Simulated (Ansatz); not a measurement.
Ansatz (a first-principles code) input:
A basis named .json is the Basis Set Exchange file of that set.

Ansatz 0.2 input:
```yaml
crystal:
  periodic: [false, false, false]
  atoms:
    - {symbol: Sn, position_ang: [0.00824810, 0.00044421, -0.25871245]}
    - {symbol: F, position_ang: [0.75150045, 1.42315253, 0.74578065]}
    - {symbol: F, position_ang: [-0.79732324, -1.42562035, 0.69151074]}
basis:
  gaussian:
    orbitals: def2-TZVPP
    fitting: {mean_field: def2-universal-jkfit, correlation: def2-TZVPP-RIFIT.json}
total_charge: 1
magnetization: {spin_polarized: true, initial_magnetization: 1}
correlation: {method: mp2, electrons: outside_noble_gas}
```

Question: Predict the final energy.

Answer: -412.60476 Eh (RI-MP2/def2-TZVPP). The basis has 112 functions.
